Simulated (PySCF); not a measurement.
# Working out the ionisation energy of Al²⁺

Al²⁺ [Ne] 3s1 (2S) → Al³⁺ [Ne] (1S). All numbers are calculated (PySCF 2.14, scalar relativity by spin-free X2C-1e, in x2c-QZVPPall). Frozen: 1s2. Energies in hartree (1 hartree = 27.21139 eV):

```csv
part,Al²⁺ (lower),Al³⁺ (upper)
UHF,-241.466716,-240.434475
MP2 opposite-spin,-0.115230,-0.109653
MP2 same-spin,-0.046735,-0.041741
```

What does Hartree-Fock give?

(-240.434475) − (-241.466716) = 1.032241 hartree = 28.089 eV.

What do MP2 and SCS-MP2 (6/5 opposite-spin, 1/3 same-spin) give?

The opposite-spin parts differ by 0.152 eV and the same-spin parts by 0.136 eV. MP2: 28.089 + (0.152) + (0.136) = 28.377 eV. SCS-MP2: 28.089 + 1.2 × (0.152) + (0.136)/3 = 28.317 eV.

Measured between the centres of the two terms (NIST): 28.448 eV, so MP2 (valence and next inner shell) is off by -0.071 eV.

What remains against the reference includes basis incompleteness, the frozen core and correlation beyond second order.
